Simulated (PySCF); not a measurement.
# C₆ coefficients of unlike pairs at PBE

Calculated with PySCF 2.14 from the dipole response of each species, C₆(A,B) = (3/π) ∫ α_A(iu) α_B(iu) du, in atomic units, from isotropic polarisabilities. For ions this is the dispersion term alone; charge-induced terms of lower order in 1/R come first.

```csv
species,configuration,basis,relativity,α (bohr³),C₆ (like pair)
Co²⁺,[Ar] 3d7 (4F),def2-TZVPPD (6s6p4d2f1g),none,2.902,6.824
Zr,[Kr] 4d2 5s2 (3F),aug-cc-pVTZ-PP with ECP28MDF (6s6p5d3f2g),core potential,121.4,1696
O²⁺,[He] 2s2 2p2 (3P),aug-cc-pwCVQZ (9s8p6d4f2g),none,1.747,2.339
C⁺,[He] 2s2 2p1 (2P),aug-cc-pVTZ-DK (5s4p3d2f),spin-free X2C,6.106,14.75
```

(1) Estimate C₆ for O²⁺ with Co²⁺.

No spin-orbit coupling is included.

The other pairs:

```json
{"pair": "C⁺, Co²⁺", "C₆": "9.108"}
{"pair": "C⁺, O²⁺", "C₆": "5.567"}
{"pair": "C⁺, Zr", "C₆": "137.6"}
{"pair": "Zr, Co²⁺", "C₆": "74.98"}
{"pair": "O²⁺, Zr", "C₆": "45.83"}
```

## Answers

(1) The integral gives 3.943. The combination rule 2 C_A C_B / (C_A α_B/α_A + C_B α_A/α_B) gives 3.994 and the geometric mean 3.996.
